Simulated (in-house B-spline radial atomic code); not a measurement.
**P III (P2+): [Ne] 3s2 3p1**

All numbers are computed (Dirac-Kohn-Sham PW91, spherical fractional occupations; Fermi nucleus of rms radius 3.1889 fm) with an all-electron radial atomic-structure program (B-spline basis), not measured.

Screening seen three ways: the hydrogenic charge with the same mean radius, Z_r = [3n² - l(l+1)]/(2<r>), the one with the same energy, Z_e = n√(-2ε), and Slater's rules. Values are occupation-weighted means over j.

| shell | electrons | ε (eV) | <r> (bohr) | Z_r | Z_e | Slater |
| --- | --- | --- | --- | --- | --- | --- |
| 1s | 2 | -2109.1 | 0.1036 | 14.48 | 12.45 | 14.70 |
| 2s | 2 | -197.61 | 0.5191 | 11.56 | 7.62 | 10.85 |
| 2p | 6 | -148.28 | 0.4841 | 10.33 | 6.60 | 10.85 |
| 3s | 2 | -34.025 | 1.742 | 7.75 | 4.74 | 5.50 |
| 3p | 1 | -24.343 | 1.971 | 6.34 | 4.01 | 5.50 |

The least bound orbital is 3p3/2 at -24.32 eV, and it is also the most diffuse (<r> = 1.972 bohr).

Spin-orbit splittings of the orbital energies (j = l + 1/2 above j = l - 1/2 when positive): 2p 0.9224 eV, 3p 0.07974 eV.

For the 1s electron the small component carries 0.283 % of the norm, the zero-frequency Breit interaction raises the level by 1.409 eV, self-energy by 0.6118 eV, and vacuum polarisation lowers it by 0.03923 eV.

The density falls to 0.001 bohr⁻³ at 3.459 bohr; Σ<r²> = 13.909 bohr² gives, by the non-relativistic formula and without the paramagnetism of open shells, a Langevin diamagnetic susceptibility of -11.02×10⁻⁶ cm³/mol.
